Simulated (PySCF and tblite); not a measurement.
Values are calculated unless marked as measured or tabulated.
C9H9N, numbered as in [CH3:1][CH2:2][c:3]1[cH:4][cH:5][cH:6][cH:7][c:8]1[C:9]#[N:10].

Level: B3LYP-D3(BJ)/pcSseg-1 (IEF-PCM, dimethylsulfoxide)//GFN2-xTB, thermal terms from GFN2-xTB, symmetry numbers and mirror pairs counted. Conformers within 2.5 kcal/mol (GFN2-xTB free energy) were kept, 4 at most. GIAO shieldings: B3LYP/pcSseg-1 (IEF-PCM, dimethylsulfoxide). Shifts are against TMS (¹H), TMS (¹³C) at the same level. Run with PySCF (density fitting) and tblite.

Torsions listed: C1–C2–C3–C4. Of a mirror pair one member is shown.

| conformer | shape | symmetry | E(GFN2) kcal/mol | E(DFT) kcal/mol |
| --- | --- | --- | --- | --- |
| 1 | 96° | C1 (pair) | 0.00 | 0.00 |
| 2 | 0° | Cs | 1.33 | 0.80 |

Problem. How much do the weights at 298.15 K and the averaged shift of C1 depend on how the conformers are weighted?

Solution. 
| weighting | 1 (%) | 2 (%) | δ (ppm) | rms dipole (D) |
| --- | --- | --- | --- | --- |
| DFT energy with thermal terms, symmetry and mirror images (full scheme) | 87 | 13 | 20.3 | 5.73 |
| DFT energy with symmetry and mirror images | 89 | 11 | 20.5 | 5.73 |
| bare DFT energy | 80 | 20 | 19.7 | 5.73 |
| GFN2-xTB energy with symmetry and mirror images | 95 | 5 | 21.0 | 5.74 |
| GFN2-xTB free energy | 94 | 6 | 21.0 | 5.74 |
| leading conformer alone | 100 | 0 | 21.5 | 5.74 |
| equal weights | 50 | 50 | 17.2 | 5.70 |

The largest departure from the full scheme, 3.1 ppm, comes with: equal weights.
